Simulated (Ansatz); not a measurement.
Input file for C3H6BClO (`CC1(Cl)CBO1`):

```yaml
crystal:
  periodic: [false, false, false]
  atoms:
    - {symbol: C, position_ang: [-0.273601, -1.509516, 0.002246]}
    - {symbol: C, position_ang: [0.300174, -0.180211, 0.400614]}
    - {symbol: Cl, position_ang: [0.947442, -0.284508, 2.065654]}
    - {symbol: C, position_ang: [-0.537647, 1.080431, 0.138756]}
    - {symbol: B, position_ang: [0.663749, 1.351319, -0.843064]}
    - {symbol: O, position_ang: [1.357116, 0.223120, -0.495493]}
    - {symbol: H, position_ang: [0.499162, -2.277883, 0.036109]}
    - {symbol: H, position_ang: [-0.666244, -1.445440, -1.015263]}
    - {symbol: H, position_ang: [-1.081493, -1.785671, 0.680028]}
    - {symbol: H, position_ang: [-0.622294, 1.743392, 0.998419]}
    - {symbol: H, position_ang: [-1.529863, 0.890324, -0.271879]}
    - {symbol: H, position_ang: [1.020501, 2.139442, -1.662129]}
basis:
  gaussian: {orbitals: def2-SVP}
correlation: {method: ccsd_t}
```

```sh
$ ansatz run in.yaml --threads 4 --pin off --events-out ev --progress --plain --max-ram 10444MiB
```

Output of Ansatz, abridged:

```
Functional definition: HF
1178 factors; integrals over basis functions are off by at most 1.3e-3 eV
mean field evaluation 1: about -18387.0147 eV, gradient 3.8e1 eV
mean field evaluation 2: about -18387.1615 eV, gradient 3.8e1 eV
mean field evaluation 4: about -18390.8892 eV, gradient 4.7e0 eV
mean field evaluation 8: about -18390.9587 eV, gradient 2.4e-4 eV
mean field -18390.95871599 eV, -675.8552669732 hartree, gradient 8.7e-6 eV, S^2 0.000000; 0 other end points of the search recorded, 0 dependent functions left out
10 core orbitals not correlated: weight in the atoms' cores, before any rotation towards them, 1.000 or more for the frozen orbitals, at most 0.000 for the correlated occupied ones
reference -18390.95871599 eV, -675.8552669732 hartree; 17, 17 occupied and 91, 91 virtual orbitals, 1178 factors
second order -22.22170147 eV of doubles, -0.00000000 eV of singles
cycle   1  -22.96114938 eV  change   -7.4e-1 eV  update   1.1e-1
cycle   2  -23.54203428 eV  change   -5.8e-1 eV  update   3.2e-2
cycle   3  -23.68601178 eV  change   -1.4e-1 eV  update   1.8e-2
cycle   4  -23.67908786 eV  change    6.9e-3 eV  update   5.3e-3
cycle   5  -23.67927096 eV  change   -1.8e-4 eV  update   2.4e-3
cycle   6  -23.67934048 eV  change   -7.0e-5 eV  update   7.3e-4
cycle   7  -23.67886903 eV  change    4.7e-4 eV  update   2.3e-4
cycle   8  -23.67887513 eV  change   -6.1e-6 eV  update   6.7e-5
cycle   9  -23.67888829 eV  change   -1.3e-5 eV  update   2.2e-5
perturbative correction -0.74140600 eV, -0.0272461681 hartree
Total energy: -18415.37901029 eV, -676.7526962359 hartree
```

Run time 8.5 s (4 threads of an Arm Neoverse V2 on a shared host); peak host memory 0.68 GiB.

Correlation energy per correlated electron: -0.718 eV. T1 diagnostic: 0.0130.
